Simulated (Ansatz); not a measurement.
Ba13⁻. Charge -1, multiplicity 2. Geometry PBE/def2-SVP.

```xyz
13

Ba    0.0128    4.2730    0.3632
Ba   -2.6958   -2.1780    2.5368
Ba    0.0071   -4.1731   -0.3856
Ba   -0.6208    1.5995    3.9813
Ba    0.6843   -1.6420   -4.0112
Ba    2.6569    2.1018   -2.5019
Ba   -3.3998   -1.7436   -1.9062
Ba    3.4188    1.7557    1.9194
Ba   -3.7970    1.8647    0.7954
Ba   -0.0213    0.0267    0.0377
Ba   -1.7402    2.1973   -3.2327
Ba    1.7423   -2.2147    3.2581
Ba    3.7525   -1.8673   -0.8544
```

In the def2 sets Ba takes a core potential; there is no spin–orbit coupling. Single mean-field runs in def2-TZVP are fitted with def2-universal-jkfit. At r2SCAN/def2-TZVP, PBE0/def2-SVP, PBE0/def2-TZVP, BHLYP/def2-TZVP the charge -1 doublet is spin-contaminated (final ⟨S²⟩ up to 5.95, 0.75 for a pure state). The structure comes from a short search, and lower isomers may exist.

Q: Estimate the α-spin orbital energies around the gap (eV) in Ansatz with PBE/def2-TZVP, r2SCAN/def2-TZVP, PBE0/def2-SVP, PBE0/def2-TZVP, BHLYP/def2-TZVP.

A: 
```json
{"orbital": "HOMO−13", "PBE/def2-TZVP": "-2.33", "r2SCAN/def2-TZVP": "-2.51", "PBE0/def2-SVP": "-3.20", "PBE0/def2-TZVP": "-3.26", "BHLYP/def2-TZVP": "-3.87"}
{"orbital": "HOMO−12", "PBE/def2-TZVP": "-1.53", "r2SCAN/def2-TZVP": "-1.74", "PBE0/def2-SVP": "-2.22", "PBE0/def2-TZVP": "-2.27", "BHLYP/def2-TZVP": "-2.72"}
{"orbital": "HOMO−11", "PBE/def2-TZVP": "-1.52", "r2SCAN/def2-TZVP": "-1.67", "PBE0/def2-SVP": "-2.11", "PBE0/def2-TZVP": "-2.16", "BHLYP/def2-TZVP": "-2.66"}
{"orbital": "HOMO−10", "PBE/def2-TZVP": "-1.50", "r2SCAN/def2-TZVP": "-1.61", "PBE0/def2-SVP": "-2.07", "PBE0/def2-TZVP": "-2.12", "BHLYP/def2-TZVP": "-2.53"}
{"orbital": "HOMO−9", "PBE/def2-TZVP": "-0.92", "r2SCAN/def2-TZVP": "-1.05", "PBE0/def2-SVP": "-1.35", "PBE0/def2-TZVP": "-1.39", "BHLYP/def2-TZVP": "-1.81"}
{"orbital": "HOMO−8", "PBE/def2-TZVP": "-0.89", "r2SCAN/def2-TZVP": "-1.02", "PBE0/def2-SVP": "-1.33", "PBE0/def2-TZVP": "-1.39", "BHLYP/def2-TZVP": "-1.70"}
{"orbital": "HOMO−7", "PBE/def2-TZVP": "-0.88", "r2SCAN/def2-TZVP": "-0.98", "PBE0/def2-SVP": "-1.30", "PBE0/def2-TZVP": "-1.35", "BHLYP/def2-TZVP": "-1.59"}
{"orbital": "HOMO−6", "PBE/def2-TZVP": "-0.88", "r2SCAN/def2-TZVP": "-0.96", "PBE0/def2-SVP": "-1.26", "PBE0/def2-TZVP": "-1.31", "BHLYP/def2-TZVP": "-1.56"}
{"orbital": "HOMO−5", "PBE/def2-TZVP": "-0.87", "r2SCAN/def2-TZVP": "-0.94", "PBE0/def2-SVP": "-1.22", "PBE0/def2-TZVP": "-1.26", "BHLYP/def2-TZVP": "-1.47"}
{"orbital": "HOMO−4", "PBE/def2-TZVP": "-0.83", "r2SCAN/def2-TZVP": "-0.91", "PBE0/def2-SVP": "-1.17", "PBE0/def2-TZVP": "-1.20", "BHLYP/def2-TZVP": "-1.20"}
{"orbital": "HOMO−3", "PBE/def2-TZVP": "-0.36", "r2SCAN/def2-TZVP": "-0.46", "PBE0/def2-SVP": "-0.60", "PBE0/def2-TZVP": "-0.62", "BHLYP/def2-TZVP": "-0.81"}
{"orbital": "HOMO−2", "PBE/def2-TZVP": "-0.35", "r2SCAN/def2-TZVP": "-0.43", "PBE0/def2-SVP": "-0.56", "PBE0/def2-TZVP": "-0.57", "BHLYP/def2-TZVP": "-0.69"}
{"orbital": "HOMO−1", "PBE/def2-TZVP": "-0.34", "r2SCAN/def2-TZVP": "-0.41", "PBE0/def2-SVP": "-0.55", "PBE0/def2-TZVP": "-0.56", "BHLYP/def2-TZVP": "-0.66"}
{"orbital": "HOMO", "PBE/def2-TZVP": "-0.06", "r2SCAN/def2-TZVP": "-0.26", "PBE0/def2-SVP": "-0.43", "PBE0/def2-TZVP": "-0.46", "BHLYP/def2-TZVP": "-0.62"}
{"orbital": "LUMO", "PBE/def2-TZVP": "0.04", "r2SCAN/def2-TZVP": "-0.04", "PBE0/def2-SVP": "0.47", "PBE0/def2-TZVP": "0.44", "BHLYP/def2-TZVP": "1.02"}
{"orbital": "LUMO+1", "PBE/def2-TZVP": "0.06", "r2SCAN/def2-TZVP": "-0.01", "PBE0/def2-SVP": "0.49", "PBE0/def2-TZVP": "0.45", "BHLYP/def2-TZVP": "1.08"}
{"orbital": "LUMO+2", "PBE/def2-TZVP": "0.07", "r2SCAN/def2-TZVP": "0.07", "PBE0/def2-SVP": "0.50", "PBE0/def2-TZVP": "0.47", "BHLYP/def2-TZVP": "1.09"}
{"orbital": "LUMO+3", "PBE/def2-TZVP": "0.08", "r2SCAN/def2-TZVP": "0.15", "PBE0/def2-SVP": "0.52", "PBE0/def2-TZVP": "0.49", "BHLYP/def2-TZVP": "1.10"}
{"orbital": "LUMO+4", "PBE/def2-TZVP": "0.13", "r2SCAN/def2-TZVP": "0.16", "PBE0/def2-SVP": "0.53", "PBE0/def2-TZVP": "0.49", "BHLYP/def2-TZVP": "1.12"}
{"orbital": "LUMO+5", "PBE/def2-TZVP": "0.14", "r2SCAN/def2-TZVP": "0.20", "PBE0/def2-SVP": "0.59", "PBE0/def2-TZVP": "0.54", "BHLYP/def2-TZVP": "1.14"}
{"orbital": "β HOMO", "PBE/def2-TZVP": "-0.31", "r2SCAN/def2-TZVP": "-0.37", "PBE0/def2-SVP": "-0.54", "PBE0/def2-TZVP": "-0.55", "BHLYP/def2-TZVP": "-0.62"}
{"orbital": "β LUMO", "PBE/def2-TZVP": "0.06", "r2SCAN/def2-TZVP": "-0.01", "PBE0/def2-SVP": "0.47", "PBE0/def2-TZVP": "0.43", "BHLYP/def2-TZVP": "1.05"}
```
